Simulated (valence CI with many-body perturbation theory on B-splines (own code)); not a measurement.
Values are calculated unless marked as measured or tabulated.
**Er LVI: what the settings do**

Level of theory: valence CI with perturbative core correlation (CI+MBPT): three valence electrons over a frozen Dirac-Fock core [Ne], radial functions for each j: 6 s, 6 p, 5 d, 3 f, 1 g, with the one-electron correlation potential Σ1, the two-electron term Σ2, the three-electron term Σ3, Breit, model QED; selected CI, second order for the rest, scaled by the run's own slope (own B-spline code, finite nucleus).

The last digits are not significant, and no measured levels were compared; by estimate large intervals hold to a few tenths of a per cent, small ones and those within an open d or f shell to about a per cent.

The reference run has the lowest level (3s^2 3p1/2) J=1/2 and an ionisation energy of 5455.77 eV. Its largest variational space holds 2760 state functions.

Levels are named by their leading jj configuration (3d3/2^4 stands for four electrons in 3d with j = 3/2), which in mixed levels can hold well under half, so a name can repeat and another be missing. Letters in brackets count levels of one name in rising energy.

```
                     Level  Reference (cm⁻¹)  Shift (cm⁻¹)
        (3s 3p1/2^2) J=1/2           1178290        -42027
        (3s^2 3p3/2) J=3/2           1963020       -389778
(3s 3p1/2 3p3/2) J=3/2 [a]           2927570       -424080
    (3s 3p1/2 3p3/2) J=5/2           3056930       -426691
(3s 3p1/2 3p3/2) J=3/2 [b]           3215530       -424181
    (3s 3p1/2 3p3/2) J=1/2           3287470       -425739
        (3s^2 3d3/2) J=3/2           3651850       -410624
        (3s^2 3d5/2) J=5/2           4036680       -490335
     (3p1/2^2 3p3/2) J=3/2           4381210       -457013
(3s 3p1/2 3d3/2) J=3/2 [a]           4490170       -440734
    (3s 3p1/2 3d3/2) J=5/2           4583590       -440768
    (3s 3p1/2 3d3/2) J=1/2           4773540       -445384
```

The ionisation energy moves by -60.63 eV.

(1) Which of these changes was made?
A. size limit of the variational space 10000 → 1500; highest l in the core sums 6 → 3
B. scale of Σ2 1 → 0.5
C. factor on the speed of light 1 → 1.1
D. three-electron term on → off; natural orbitals for correlation on → off

Answers

(1) C. factor on the speed of light 1 → 1.1.
